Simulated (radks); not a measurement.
The molybdenum ion Mo5+, configuration [Kr] 4d1 (the NIST ground configuration).

Method: scalar-relativistic Kohn-Sham, r2SCAN, spin-polarised, spherical densities, finite nucleus; open shells are filled with parallel spins first (spin-orbit coupling, left out, can overturn this in heavy ions); meta-GGA in the generalised Kohn-Sham scheme; Fermi nuclear charge, rms radius 4.4091 fm; computed with a radial shooting solver on a logarithmic mesh with Libxc functionals.

Energy parts (hartree):
total: -4043.97615
kinetic: 4170.08782
electron-nucleus: -9655.57146
Hartree: 1563.42625
exchange-correlation: -121.91876

Orbitals (lengths in bohr, moments of r in powers of bohr; r(max) is where P^2 peaks):
| orbital | occ. | eigenvalue (hartree) | <r^4> | r(max) | <1/r> |
|---|---|---|---|---|---|
| 1s down | 1 | -732.5116 | 7.225e-06 | 0.02287 | 43.54 |
| 1s up | 1 | -732.5112 | 7.225e-06 | 0.02287 | 43.54 |
| 2s up | 1 | -106.0383 | 0.001335 | 0.1295 | 9.821 |
| 2s down | 1 | -106.0293 | 0.001335 | 0.1295 | 9.821 |
| 2p up | 3 | -94.96406 | 0.0009591 | 0.1036 | 9.532 |
| 2p down | 3 | -94.95759 | 0.0009589 | 0.1036 | 9.533 |
| 3s up | 1 | -20.27234 | 0.06794 | 0.3828 | 3.378 |
| 3s down | 1 | -20.26933 | 0.06791 | 0.3829 | 3.378 |
| 3p up | 3 | -16.60799 | 0.07524 | 0.3767 | 3.208 |
| 3p down | 3 | -16.60399 | 0.07518 | 0.3767 | 3.208 |
| 3d up | 5 | -10.66944 | 0.08272 | 0.3232 | 2.971 |
| 3d down | 5 | -10.66183 | 0.08254 | 0.3233 | 2.970 |
| 4s up | 1 | -4.77036 | 2.547 | 0.9808 | 1.257 |
| 4s down | 1 | -4.72842 | 2.529 | 0.9783 | 1.261 |
| 4p up | 3 | -3.74875 | 3.703 | 1.052 | 1.138 |
| 4p down | 3 | -3.70193 | 3.660 | 1.050 | 1.143 |
| 4d up | 1 | -2.24010 | 9.091 | 1.239 | 0.9087 |
| 4d down | 0 | -2.17939 | 8.825 | 1.232 | 0.9184 |
| 5s up | 0 | -1.68860 | 56.37 | 2.264 | 0.5592 |
| 5s down | 0 | -1.60886 | 60.18 | 2.259 | 0.5577 |
| 5p up | 0 | -1.39521 | 90.65 | 2.547 | 0.4925 |
| 4f up | 0 | -1.00195 | 79.62 | 2.030 | 0.4992 |

The highest occupied level is 4d up at -60.956 eV. The electron density at the nucleus is 9.263e+04 e/bohr^3 (large components only). Spin moment in Bohr magnetons: 1.
